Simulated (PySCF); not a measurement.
From one molecule to another.

First species: C4H12P2.
Numbering: `[CH3:1][CH:2]([CH3:3])[PH:4][CH2:5][PH2:6]` (hydrogens: H7, H8, H9 on C1; H10 on C2; H11, H12, H13 on C3; H14 on P4; H15, H16 on C5; H17, H18 on P6)

Second species: CF3(CH2)2OH, C3H5F3O.
Structure used (GFN2-xTB), in Å, numbered top down from 1:
```xyz
12
C3H5F3O angstrom
O      2.1439   -0.7673    0.1331
C      1.0272   -0.0339   -0.2830
C     -0.2210   -0.3596    0.5561
C     -1.4238    0.4160    0.0663
F     -2.5223    0.1491    0.7893
F     -1.2369    1.7440    0.1374
F     -1.7301    0.1442   -1.2094
H      2.3958   -0.4973    1.0237
H      1.2227    1.0467   -0.2440
H      0.8560   -0.3209   -1.3234
H     -0.4490   -1.4248    0.4878
H     -0.0614   -0.0969    1.6048
```

Levels: wB97X-D/def2-SVPD for dipole moment, HOMO energy, LUMO energy, HOMO–LUMO gap, static isotropic polarisability and electronic spatial extent ⟨r²⟩ about the centre of nuclear charge; TDDFT wB97X-D/def2-SVPD for lowest singlet excitation; TDA wB97X-D/def2-SVPD for lowest triplet excitation (Tamm–Dancoff); GFN2-xTB for rotational constant A and rotational constant C. Geometries: GFN2-xTB. All species are isolated and taken at one optimised geometry, non-relativistic unless stated. Electronic properties by PySCF.

The conformers computed, where there is a choice (atom-mapped SMILES and torsion angles):
- `[CH3:1][CH:2]([CH3:3])[PH:4][CH2:5][PH2:6]`: C1–C2–P4–C5 78°, C2–P4–C5–P6 168°, H–P6–C5–P4 -47°, H–P6–C5–P4 45°
- `[OH:1][CH2:2][CH2:3][C:4]([F:5])([F:6])[F:7]`: O1–C2–C3–C4 -178°, C2–C3–C4–F5 180°, H–O1–C2–C3 -66°

**Question.** Which of the two has the higher HOMO–LUMO gap, and by how much?

**Answer.** The second: 12.45 eV against 10.63 eV, a difference of 1.82 eV.

**Question.** Which has the higher S1 energy?

**Answer.** The second: 7.47 eV against 6.35 eV, a difference of 1.12 eV.

**Question.** Which has the higher T1 energy?

**Answer.** The second: 7.20 eV against 5.51 eV, a difference of 1.69 eV.

**Question.** Which of the two has the higher rotational constant C, and by how much?

**Answer.** The second: 1.438 GHz against 0.864 GHz, a difference of 0.574 GHz.

**Question.** Which of the two has the higher dipole moment, and by how much?

**Answer.** The second: 2.02 D against 1.74 D, a difference of 0.28 D.

**Question.** Which has the higher ⟨r²⟩?

**Answer.** The first: 1364 bohr² against 831 bohr², a difference of 533 bohr².

**Question.** Which has the higher HOMO energy?

**Answer.** The first: -8.82 eV against -10.49 eV, a difference of 1.67 eV.

**Question.** Which has the higher LUMO energy?

**Answer.** The second: 1.96 eV against 1.81 eV, a difference of 0.15 eV.

On the first: S1 lies 4.28 eV below the HOMO–LUMO gap; its leading configuration is HOMO→LUMO, weight 0.62. The dipole matches unit charges of opposite sign 0.36 Å apart (1 e·Å = 4.8032 D).

On the second: The vertical singlet–triplet gap S1 − T1 is 0.27 eV (TDDFT singlet less Tamm–Dancoff triplet; S1: HOMO→LUMO, weight 0.90; T1: HOMO→LUMO, weight 0.85). No computed singlet falls in the visible range (750 to 380 nm, 1.65 to 3.26 eV); S1 lies 4.21 eV above its blue end.
